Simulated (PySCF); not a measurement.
V(O)2(OH) (HO₃V), SMILES [O]=[V](=[O])[OH], multiplicity 1. Atoms are numbered in the order given.

```xyz
5

V     -0.0734     0.2030     0.0000
O     -0.8730    -0.2121     1.2809
O     -0.8730    -0.2121    -1.2809
O      1.6576    -0.0736     0.0000
H      2.3955    -0.6862     0.0000
```
Charge 0, spin multiplicity 1.

The structure is a stationary point at PBE0-D3(BJ)/def2-SVP. The geometry has at least one imaginary mode, so it is a saddle point at that level. The multiplicity is an assumed one; other spin states were not compared. The values are those of a single conformer.

Computed with M06-2X/def2-TZVPD run with PySCF.

Symmetry labels are those of the subgroup Cs that the program uses (full group Cs).

Computed valence orbital energies around the gap with their symmetry:
| orbital | symmetry | energy (eV) |
|---|---|---|
| HOMO−7 | A" | -13.67 |
| HOMO−6 | A' | -13.46 |
| HOMO−5 | A" | -12.69 |
| HOMO−4 | A' | -12.65 |
| HOMO−3 | A' | -11.73 |
| HOMO−2 | A' | -11.34 |
| HOMO−1 | A" | -11.28 |
| HOMO | A" | -10.37 |
| LUMO | A' | -2.99 |
| LUMO+1 | A' | -1.52 |
| LUMO+2 | A" | -0.79 |
| LUMO+3 | A' | -0.23 |
